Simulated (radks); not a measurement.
Values are calculated unless marked as measured or tabulated.
Valence configurations of Ge II (all share [Ar]). Level of theory: scalar-relativistic Kohn-Sham, PBEsol, spin-polarised, spherical densities, finite nucleus; open shells are filled with parallel spins first; Fermi nuclear charge, rms radius 4.0742 fm (a radial shooting solver on a logarithmic mesh with Libxc functionals). Energies are relative to 3d10 4s2 4p1; eigenvalues in eV for spin up.

3d10 4s2 4p1: E (eV) 0.000; moment (Bohr magnetons) 1; e(3d) -38.340; e(4p) -11.693; e(4s) -20.309
3d10 4s1.5 4p1.5: E (eV) 3.579; moment (Bohr magnetons) 2; e(3d) -39.151; e(4p) -12.396; e(4s) -21.155
3d10 4s1 4p2: E (eV) 6.680; moment (Bohr magnetons) 3; e(3d) -39.867; e(4p) -12.983; e(4s) -21.893
3d10 4s0.5 4p2.5: E (eV) 11.151; moment (Bohr magnetons) 3; e(3d) -40.678; e(4p) -13.346; e(4s) -22.318
3d10 4p3: E (eV) 15.651; moment (Bohr magnetons) 3; e(3d) -41.473; e(4p) -13.694
3d9 4s2 4p2: E (eV) 30.106; moment (Bohr magnetons) 3; e(3d) -49.289; e(4p) -13.944; e(4s) -23.538
3d9 4s0.5 4p3.5: E (eV) 43.353; moment (Bohr magnetons) 4; e(3d) -51.555; e(4p) -15.214; e(4s) -25.114
3d8 4s2 4p3: E (eV) 67.689; moment (Bohr magnetons) 5; e(3d) -60.783; e(4p) -16.032; e(4s) -26.544
3d8 4s1 4p4: E (eV) 78.028; moment (Bohr magnetons) 5; e(3d) -62.358; e(4p) -16.732; e(4s) -27.468
3d7 4s2 4p4: E (eV) 116.15; moment (Bohr magnetons) 5; e(3d) -73.093; e(4p) -17.640; e(4s) -29.013

NIST lists [Ar] 3d10 4s2 4p1 as the ground configuration; this level of theory agrees among the configurations tried. The energies are those of spherical high-spin densities, not of single terms.
